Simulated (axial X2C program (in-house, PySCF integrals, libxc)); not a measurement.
Results of a calculation; reference values are marked as such.
**BrCl: input and output**

Program: an axial X2C code built on PySCF integrals.

The run was started with this input:
```json
{
 "zs": [
  35,
  17
 ],
 "q": 0,
 "bas": [
  "dyall-cv3z",
  "dyall-av3z"
 ],
 "levels": [
  "PBE0",
  "HF",
  "TPSS"
 ],
 "cc": true,
 "r0": 2.13,
 "thr": -2.0,
 "nmax": 90,
 "npts": 10,
 "nst": 2,
 "ntry": 6
}
```
```bash
python so2c.py task.json out
```

Keys: zs atomic numbers; q charge; bas basis sets; levels methods; cc coupled cluster on or off; r0 starting distance in Å; thr threshold in hartree for freezing inner shells (an s shell follows its p shell); nmax most natural virtual spinors; npts points on the curve; nst determinants followed; ntry starts of the search. HF also brings MP2.

Output of the HF step, spin-free, at R = 2.146 Å for the state M_S = 0, Λ = 0. It starts from PBE0 orbitals of this distance.

```
spin-free X2C-1e  HF
basis functions 164  fitting functions 884  grid points 5080
iter        total energy     max residual
   1      -3065.410043866     2.12e-01
   2      -3065.431633122     4.12e-03
   3      -3065.432136727     1.93e-03
   4      -3065.432187409     8.34e-04
   5      -3065.432197299     1.72e-04
   6      -3065.432198192     3.76e-05
   7      -3065.432198236     1.37e-05
   8      -3065.432198240     2.96e-06
   9      -3065.432198241     1.08e-06
converged
one-electron -4552.26804272  Coulomb 1458.98468499  exact exchange -118.86852387  xc functional 0.00000000  nuclear repulsion 146.71968336
correlated 14  virtual 210  natural virtual 90  E(MP2) -0.362487232  MP2 remainder -0.014889169
iter   CCSD correlation   residual
   1     -0.369023016   1.06e-01
   2     -0.378041259   3.50e-02
   3     -0.378848384   9.84e-03
   4     -0.378852280   3.19e-03
   5     -0.378861639   8.27e-04
   6     -0.378859274   3.04e-04
   7     -0.378860039   8.87e-05
   8     -0.378860570   2.52e-05
   9     -0.378860236   7.39e-06
  10     -0.378860205   2.08e-06
  11     -0.378860174   6.45e-07
  12     -0.378860178   2.16e-07
(T) -0.015476894  T1 0.0112  D1 0.0196  max T2 0.113
```
Energies are in hartree; totals compare only within one Hamiltonian and basis. T1 in the output is the amplitude norm over the root of the electron number; divide by √2 for the Lee–Taylor value.
